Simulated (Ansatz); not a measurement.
Basis sets compared for HfF4. Total charge 0; singlet. Geometry PBE0-D4/def2-SVP. Ansatz on 4 threads of AMD EPYC 9R45 on a shared host; times are rough, and most runs start from earlier orbitals.

Cartesian coordinates in Å:
```
Hf 0.0002 -0.0001 0.0000
F -1.1686 1.4707 -0.3070
F -0.0592 -1.1797 -1.4929
F -0.5502 -0.9310 1.5665
F 1.7778 0.6401 0.2334
```

In the def2 sets Hf takes a core potential; there is no spin–orbit coupling.

Binding counts from free atoms (Hf triplet, F doublet) in the same basis, without a counterpoise term.

| level | functions | energy (Eh) | HOMO (eV) | LUMO (eV) | binding per atom (eV) | wall time |
| --- | --- | --- | --- | --- | --- | --- |
| PBE-D4/def2-SVP | 88 | -447.0766 | -9.89 | -1.55 | 5.72 | 0.3 s |
| PBE-D4/def2-TZVP | 164 | -447.5790 | -10.10 | -1.63 | 5.61 | 0.45 s |
| r2SCAN-D4/def2-TZVP | 164 | -447.7936 | -10.61 | -1.34 | 5.51 | 0.85 s |
| PBE0-D4/def2-SVP | 88 | -447.0282 | -12.04 | -0.85 | 5.41 | 0.35 s |
| PBE0-D4/def2-TZVP | 164 | -447.5318 | -12.17 | -0.93 | 5.36 | 0.6 s |

Problem. Estimate the rows for PBE-D4/def2-TZVPD, r2SCAN-D4/def2-TZVPD, PBE0-D4/def2-TZVPD.

Solution. 
```
               level  functions  energy (Eh)  HOMO (eV)  LUMO (eV)  binding per atom (eV)  wall time
   PBE-D4/def2-TZVPD        203    -447.5833     -10.16      -1.69                   5.60     0.65 s
r2SCAN-D4/def2-TZVPD        203    -447.7975     -10.63      -1.35                   5.51      1.1 s
  PBE0-D4/def2-TZVPD        203    -447.5359     -12.20      -0.99                   5.36     0.85 s
```
